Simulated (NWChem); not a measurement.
**Basis-set dependence for HSe**

```xyz
2

Se     0.0000     0.0000     0.0421
H      0.0000     0.0000    -1.4314
```
Charge 0, spin multiplicity 2.

All runs are NWChem calculations. The geometry was optimised at UPBE0/def2-SVP, a minimum by its harmonic frequencies.

Hartree-Fock energies in Ha, correlation energies in mHa.

The Hamiltonian is non-relativistic. The correlated methods keep 9 core orbitals frozen. The structure started from a generated list of species. The unpaired electrons of the parent sit in orbitals of symmetry b2 (C2v labels of the run); other states weren't searched. The stability of the SCF solutions was not checked. Open-shell Hartree-Fock references start from PBE0 orbitals. No row is a measurement; the coupled-cluster row has its own basis-set and correlation limits.

| basis | functions | UHF | UMP2 | SCS-UMP2 | CCSD on ROHF | CCSD[T] on ROHF | CCSD(T) on ROHF | CCSD on UHF | CCSD[T] on UHF | CCSD(T) on UHF | CCSDT on ROHF |
|---|---|---|---|---|---|---|---|---|---|---|---|
| STO-3G | 19 | -2374.09921 | -13.7 | -16.4 | -21.9 | -21.9 | -21.9 | -21.2 | -21.2 | -21.2 | -21.9 |
| def2-SVP | 37 | -2400.11152 | -216.5 | -203.3 | -230.8 | -235.7 | -235.5 | -227.1 | -231.9 | -231.6 | -235.6 |
| def2-TZVP | 54 | -2400.40954 | -244.6 | -232.0 | -263.4 | -271.7 | -271.4 | -258.7 | -266.8 | -266.5 | not run |
| def2-QZVP | 105 | -2400.45766 | -318.7 | -301.1 | not run | not run | not run | not run | not run | not run | not run |

From def2-TZVP to def2-QZVP the Hartree-Fock energy moves by -48.1 mHa and the UMP2 correlation energy by -74.0 mHa, which is 23 % of its value in the larger set.
